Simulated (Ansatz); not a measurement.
`C=[CH][GaH][Cl]` + H–F → `[F][GaH][Cl]` + `C=C` at 700 K and 1 bar (ligand exchange at a Ga–C bond).

Gas-phase electronic energies from Ansatz, PBE0-D4/def2-TZVP geometries. CBS: MP2 limit from def2 TZ/QZ plus the TZ coupled-cluster correction, frozen cores. This one scheme is used for every species. For Ga outer-core shells are correlated without core-valence functions, which leaves a few kJ/mol of doubt a bond. Scalar relativity is left out up to krypton. One conformer a species, not always the lowest.

| species | CCSD(T)/CBS energy (Eh) | H − E (kJ/mol) | S (J/(mol·K)) |
| --- | --- | --- | --- |
| `C=[CH][GaH][Cl]` | -2462.25636 | 194.4 | 427.6 |
| H–F | -100.39570 | 45.2 | 198.5 |
| `[F][GaH][Cl]` | -2484.20089 | 67.7 | 352.5 |
| `C=C` | -78.48111 | 168.9 | 268.4 |

H − E and S are ideal-gas, rigid-rotor, harmonic terms from PBE0-D4/def2-TZVP, for one conformer and one mirror image of each species. 1 Eh = 2625.50 kJ/mol, R = 8.31446 J/(mol·K).

Task: By hand: ΔE, ΔH, ΔS and ΔG.

Result: ΔE = (-2484.20089) + (-78.48111) − (-2462.25636) − (-100.39570) = -0.02994 Eh = -78.6 kJ/mol. Δ(H − E) = 67.7 + 168.9 − 194.4 − 45.2 = -3.0, so ΔH = -81.6 kJ/mol. ΔS = 352.5 + 268.4 − 427.6 − 198.5 = -5.2 J/(mol·K). ΔG = -81.6 − 700 × (-5.2)/1000 = -78.0 kJ/mol.

Task: By hand: the equilibrium constant, and the temperature at which ΔG would vanish if ΔH and ΔS stayed fixed.

Result: log₁₀ K = −ΔG/(RT ln 10) = 5.8. ΔG = 0 at ΔH/ΔS = 15692 K, far beyond where these terms or the molecules hold.

The number of gas molecules stays the same, so ΔS is small and ΔH decides. A doubt of 5 kJ/mol in ΔE shifts log₁₀ K by 0.4 here. Other conformers and mirror images would add mixing entropy, several J/(mol·K) or more a flexible species. These are equilibria of isolated gas molecules and say nothing of rates. Largest T1 diagnostic: 0.013 (customary marks: 0.02 for closed shells, 0.045 for open ones).
